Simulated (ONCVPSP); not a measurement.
**potassium (K): excitation energies, all-electron against ONCV**

* Element: potassium
* Generator: ONCVPSP 4.0.1
* Type: optimised norm-conserving Vanderbilt (ONCV)
* Functional: PBE
* Relativity: scalar-relativistic
* Frozen core: [Ne]
* Valence charge: 9
* Reference configuration: 3s2 3p6 3d1
* Partial waves: 3s: rc 1.08 bohr, ncon 3, nbas 7, qcut 4.4 1/bohr, 2 projectors, debl 3.7 Ha; 3p: rc 1.50 bohr, ncon 4, nbas 7, qcut 5 1/bohr, 1 projector; 3d: rc 4.00 bohr, ncon 5, nbas 10, qcut 2.1 1/bohr, 2 projectors, debl 1.3 Ha; f scattering state at 0.13 Ha: rc 3.05 bohr, ncon 4, nbas 7, qcut 3.6 1/bohr, 2 projectors, debl 2.5 Ha
* Local potential: polynomial inside 1.00 bohr (lpopt 2, dvloc0 4 Ha)
* Core correction: Teter function, fcfact 3.5, rcfact 1.55

Energies are relative to the spin-unpolarised reference configuration 3s2 3p6 3d1; without spin polarisation the order of configurations can differ from experiment. Not all tests gave a result: 1 of 4 tests not solved or not reliable.

```csv
valence configuration,charge,ΔE all-electron (eV),error AE − PS (meV)
3s2 3p6 3d0 4s1,0,-2.456,-5.6
3s2 3p6 3d0,+1,1.857,+14
3s2 3p6 3d0 4s0.5,+0.5,-0.815,+1.6
```

Note: ghosts flagged at negative energy: d at -58.9 eV, f at -1016.5 eV; no localised positive-energy state flagged. A true bound ghost makes a file unfit for plane-wave use.
